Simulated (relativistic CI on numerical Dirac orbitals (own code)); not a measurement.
## K¹⁶⁺: sensitivity of the levels to the model

Base calculation: Dirac-Coulomb-Breit CI, orbitals from a KLI potential per configuration, model QED, unscaled Slater integrals.

Configurations in the expansion (outside the closed core 1s2): 2s, 2p, 3s, 3p, 3d, 4s, 4p, 4d, 4f, 5s, 5p, 5d, 5f, 5g. Levels of other configurations are missing.

Variants: (1) Breit term removed; (2) configuration mixing switched off. Shifts of the energy above 2s ²S1/2, in eV, for the lowest level and the first level of each name with at least 55 % of one term (blank where a level changes its place among those of its configuration and J or its character, or is not in the variant):

```csv
Level,Base,Δ(1),Δ(2)
2s ²S1/2,0.000,0.000,0.000
2p ²P°1/2,34.048,-0.182,+0.001
2p ²P°3/2,38.069,+0.033,0.000
3s ²S1/2,582.677,+0.146,0.000
3p ²P°1/2,592.105,+0.093,0.000
3p ²P°3/2,593.289,+0.156,0.000
3d ²D3/2,596.770,+0.199,0.000
3d ²D5/2,597.144,+0.202,0.000
4s ²S1/2,782.411,+0.179,0.000
4p ²P°1/2,786.290,+0.157,-0.001
4p ²P°3/2,786.789,+0.184,0.000
4d ²D3/2,788.233,+0.201,0.000
4d ²D5/2,788.391,+0.202,0.000
4f ²F°5/2,788.462,+0.202,0.000
```

At this charge energies of transitions that change n are usually good to better than 1 %, and those within a shell (Δn = 0) to a few per cent.

Ionisation energy from the two ground configurations alone: base 1034.35 eV. The NIST ASD value (theoretical) is 1034.54 eV.
